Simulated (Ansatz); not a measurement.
Cost and result for the atomization energy of C$_{3}$H$_{9}$O$_{2}$Sb (`CC[O][SbH][O]C`) (15 atoms, 14 bonds).

Cartesian coordinates in Å:
```
C -2.018 -0.755 -1.457
C -0.610 -0.227 -1.328
O -0.548 0.652 -0.221
Sb 1.006 1.838 -0.055
O 2.231 0.587 0.810
C 1.811 -0.126 1.952
H -2.090 -1.453 -2.295
H -2.312 -1.277 -0.544
H -2.721 0.064 -1.624
H -0.317 0.286 -2.258
H 0.092 -1.060 -1.189
H 0.347 2.448 1.417
H 1.580 0.548 2.787
H 0.923 -0.736 1.750
H 2.627 -0.788 2.255
```

Charge 0, multiplicity 1. Correlated methods include outer-core shells of Sb, which these sets cover unevenly. Sb takes the def2 core potential. All single points use the PBE0-D4/def2-TZVP geometry. It is one conformer, not always the lowest. Program: Ansatz. All runs use 2 threads of an AMD EPYC 7R13 on a shared host and a share of an NVIDIA H100 80 GB. Times are those of one run each, without the atoms' runs, and a repeat can differ threefold. Electronic energies, without spin–orbit coupling; frozen cores. CCSD(T)/CBS adds CCSD(T) − MP2 in def2-TZVPP to the MP2 limit, and its time is that of the two runs behind it. T1 = 0.014. With those shells the extrapolation isn't a true limit. B3LYP takes the VWN-RPA correlation (the form of Gaussian; ORCA's B3LYP/G).

CCSD(T)/CBS is a level of theory with its own doubt, some kJ/mol a heavy atom from the limit and from the frozen cores, so smaller differences don't rank the functionals.

| level | functions | wall time | atomization (kJ/mol) | difference from CCSD(T)/CBS | per bond |
| --- | --- | --- | --- | --- | --- |
| PBE-D4/def2-TZVPP (with forces) | 331 | 3.3 s | 5562.8 | 106.5 | 7.6 |
| B2PLYP/def2-TZVPP | 331 | 7 s | 5381.9 | -74.4 | -5.3 |
| PBE0-D4/def2-TZVPP | 331 | 7.5 s | 5432.5 | -23.8 | -1.7 |
| r2SCAN-D4/def2-TZVPP (with forces) | 331 | 8 s | 5443.1 | -13.2 | -0.9 |
| ωB97X-V/def2-TZVPP | 331 | 8 s | 5465.9 | 9.6 | 0.7 |
| B3LYP-D4/def2-TZVPP (with forces) | 331 | 11 s | 5453.4 | -2.9 | -0.2 |
| MP2/def2-QZVPP | 637 | 15 s | 5454.6 | -1.7 | -0.1 |
| ωB97M-V/def2-TZVPP (with forces) | 331 | 17 s | 5445.3 | -11.0 | -0.8 |
| CCSD(T)/def2-TZVPP | 331 | 21 s | 5297.8 | -158.5 | -11.3 |
| CCSD(T)/CBS(def2) | – | 36 s | 5456.3 | 0.0 | 0.0 |

The D4 term adds +51.1 kJ/mol with B3LYP and +27.2 kJ/mol with PBE0; it sums over pairs of atoms, weighted by their polarisabilities, and B3LYP, whose exchange is more repulsive, gets the larger term. In def2-TZVPP, CCSD(T) changes the Hartree–Fock value by +1483.8 kJ/mol (the triples alone add +88.2 kJ/mol) and MP2 by +1544.9 kJ/mol; breaking electron pairs costs correlation energy, which Hartree–Fock lacks. From PBE to PBE0 (25 % exact exchange), in def2-TZVPP and without D4, the atomization energy moves by −125.5 kJ/mol: exact exchange takes away binding that semilocal exchange gives to molecules.
